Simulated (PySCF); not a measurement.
H6N3OTa, SMILES [NH]=[Ta]([NH2])([NH2])[OH], multiplicity 1. Atoms are numbered in the order given.

```xyz
11

Ta     0.0282     0.0136     0.0000
N      1.7243    -0.4988     0.0000
H      2.7217    -0.6692     0.0000
O     -0.2719     1.9113     0.0000
H      0.2124     2.7381     0.0000
N     -0.7698    -0.7697     1.6502
H     -0.3181    -1.4083     2.2964
H     -1.7380    -0.6327     1.9315
N     -0.7698    -0.7697    -1.6502
H     -0.3181    -1.4083    -2.2964
H     -1.7380    -0.6327    -1.9315
```
Charge 0, spin multiplicity 1.

Geometry optimised at PBE0-D3(BJ)/def2-SVP. The multiplicity is an assumed one; no other spin state was optimised. The structure was generated by enumeration; whether it is a known compound was not checked. The def2 effective core potentials stand for the cores of Ta; spin–orbit coupling is left out. One conformer was computed; it need not be the lowest.

The numbers are results of PBE0/def2-TZVP run with PySCF, not measurements.

Isolated molecule, no solvent.

Computed frontier levels, gap, dipole moment and polarisability:
```
Property                                                                                                       Result
---------------------------------------------------------------------------------------------  ----------------------
highest occupied level                                                                                       -6.91 eV
lowest empty level                                                                                            0.19 eV
orbital gap                                                                                                   7.11 eV
dipole moment                                                                                                  0.81 D
quadrupole, principal values (traceless, Buckingham form, about the centre of nuclear charge)  -2.93, -1.26, 4.19 D·Å
mean static polarisability                                                                       66.0 bohr³ (9.77 Å³)
polarisability, principal values                                                               62.2, 66.9, 68.8 bohr³
```
